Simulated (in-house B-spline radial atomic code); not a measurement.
Ionising P2+ with different functionals

Computed with an all-electron radial atomic-structure program (B-spline basis): non-relativistic Hamiltonian, point nucleus, spin-polarised at highest spin, spherical fractional occupations for the functionals, and exact exchange of hybrids averaged over the configuration. The ionisation energy is the difference of two self-consistent energies, [Ne] 3s2 3p1 → [Ne] 3s2, without Breit or QED terms; ε is the level of the shell that loses the electron (its least bound occupied spin orbital).

```
   method                    rung  ΔSCF (eV)  -ε(3p) (eV)
     PBE0           global hybrid      30.14        26.29
    B3LYP           global hybrid          ?            ?
    TPSSh           global hybrid      30.09        25.49
   M06-2X           global hybrid      30.30        27.86
BHandHLYP           global hybrid      30.06        27.51
  r2SCAN0           global hybrid      30.06        26.33
    B97-1           global hybrid      30.03        25.96
    HSE06  range-separated hybrid      30.13        25.87
    wB97X  range-separated hybrid          ?            ?
CAM-B3LYP  range-separated hybrid      30.21        27.73
  LC-wPBE  range-separated hybrid      30.35        29.41
```

Question: What does wB97X give?

Answer: ΔSCF 30.07 eV, and -ε(3p) = 28.81 eV.

Question: What does B3LYP give?

Answer: ΔSCF 30.18 eV, and -ε(3p) = 25.98 eV.

Question: Among the functionals, which spreads more, the ΔSCF values or the orbital energies?

Answer: The orbital energies: ΔSCF values span about 0.32 eV and the orbital energies 3.92 eV; here energy differences depend much less on the functional than eigenvalues do.

Question: How do they compare with the NIST value?

Answer: NIST lists 30.203 eV (measured, ground level to ground level). Errors run from -0.17 to +0.14 eV; CAM-B3LYP is closest (+0.01 eV), but part of that can be cancellation, since the calculations leave out relativity, Breit-QED terms, multiplet and fine-structure energies.
